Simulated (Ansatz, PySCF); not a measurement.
Pulling on the Ga1–H2 bond in BrGaH2 (SMILES [GaH2][Br]) (multiplicity 1 held, fragments rigid). Energies count from the point at 1.557 Å.
Geometry at that point (charge 0, multiplicity 1):
```xyz
4

Ga    -0.62727    -0.97642     0.15642
H     -0.07053    -1.95941     1.22858
H     -1.89601    -1.10175    -0.73821
Br     0.61177     0.95229    -0.15255
```

R- and RO- levels are restricted; in cc, def2 and unpolarised 6-31G sets they are followed outwards from rest. U- levels take the lowest unrestricted solution at each point, which mixes spins at long bonds. Active spaces are followed from a long bond inwards. Curves can end on different states.

Frozen-core correlation. Filled d and f shells under p-block atoms count as core. Rows in LANL2DZ carry no dispersion term and start afresh at each structure. LANL2DZ brings its own core potentials from Na on.

Codes used: Ansatz (Gaussian orbitals); PySCF for LANL2DZ rows. Each number belongs to the level named beside it.

Energies in kcal/mol.

```tsv
R (Å)	R-r2SCAN/cc-pVTZ	R-B3LYP/LANL2DZ	U-wB97X-V/cc-pVTZ	U-CCSD(T)/cc-pVTZ	FIC-MRCISD+Q on CASSCF(2,2)/cc-pVTZ
1.246	25.0	26.3	25.9	29.3	29.1
1.402	4.6	5.5	4.8	6.3	6.2
1.557	0.0	0.0	0.0	0.0	0.0
1.713	3.7	2.8	3.8	2.7	2.7
1.869	11.6	10.0	12.1	9.9	10.0
2.103	26.4	24.4	27.9	24.0	24.2
2.336	41.6	39.6	44.6	38.7	38.6
2.726	63.7	62.9	68.2	59.6	58.5
3.115	80.7	81.4	78.2	73.2	71.0
3.582	95.0	97.6	82.1	79.4	78.1
4.205	106.2	111.2	83.3	80.9	81.0
4.984	113.1	120.1	83.5	81.1	81.7
```

Doubts at one or more of the structures used: a restricted determinant that unrestricted orbitals would lower (R-r2SCAN/cc-pVTZ); a spin-contaminated determinant (U-wB97X-V/cc-pVTZ, U-CCSD(T)/cc-pVTZ); T1 above 0.05 (U-CCSD(T)/cc-pVTZ).

Ansatz is a quantum-chemistry and plane-wave program.
